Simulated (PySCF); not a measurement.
NICS in rings of unrelated molecules.

Probes without a nucleus sit at each ring's centroid and 1 Å off its mean plane on both sides; NICS is minus the shielding there, NICSzz its component along the normal. Level: GIAO PBE0/pcSseg-1 (PySCF, non-relativistic, gas phase) on the GFN2-xTB geometries, one conformer each. Atom numbers follow the mapped SMILES.

Problem. Order these rings by mean NICS(1)zz, lowest (most negative) first (ppm).
A. ring C2–C3–Si4–C5–C6–C9 in `[CH3:1][C@@H:2]1[CH2:3][SiH2:4][CH2:5]/[C:6](=[CH:7]/[Cl:8])[CH2:9]1`
B. ring C3–C4–C5–C6–C8 in `[CH:1]#[C:2][C@@H:3]1[CH2:4][CH2:5][C:6](=[CH2:7])[C@H:8]1[CH3:9]`
C. ring C1–C2–P3–C4 in `[CH2:1]1[CH2:2][PH:3][CH2:4]1`
D. ring C3–C4–N5–N6–C7 in `[N:1]#[C:2][c:3]1[cH:4][n:5][n-:6][c:7]1[CH:8]1[CH2:9][CH2:10][CH2:11]1` (charge -1)
E. ring C2–C3–C4–C5–C6–P8 in `[CH3:1][c:2]1[cH:3][cH:4][cH:5][c:6]([CH3:7])[p:8]1`

Solution. D (-29.3), E (-25.4), B (-2.1), A (3.3), C (8.3).

| SMILES | ring | NICS(0) | NICS(1) | NICS(1)zz | HOMA | rms pucker (Å) | ring atoms with four or more neighbours |
| --- | --- | --- | --- | --- | --- | --- | --- |
| N#Cc1cn[n-]c1C1CCC1 | 5-membered ring with 2 N; formal bonds all aromatic | -11.2 | -12.1 | -29.3 | 0.89 | 0.00 | 0 |
| Cc1cccc(C)p1 | 6-membered ring with P; formal bonds all aromatic | -7.4 | -10.3 | -25.4 | 0.91 | 0.00 | 0 |
| C#C[C@@H]1CCC(=C)[C@H]1C | 5-membered carbocycle; formal bonds all single | -3.4 | -3.7 | -2.1 | – | 0.17 | 4 |
| C[C@@H]1C[SiH2]C/C(=C/Cl)C1 | 6-membered ring with Si; formal bonds all single | -2.5 | -2.5 | 3.3 | – | 0.25 | 5 |
| C1CPC1 | 4-membered ring with P; formal bonds all single | 2.4 | 0.0 | 8.3 | – | 0.13 | 3 |

NICS(0) gives the same order. The isotropic NICS(1) gives the same order. HOMA uses Krygowski's 1993 parameters; it is left out where a ring has a four-coordinate atom, a triple bond, no multiple bond or a kind of bond without parameters. NICS(1) and NICS(1)zz are means over the two faces.
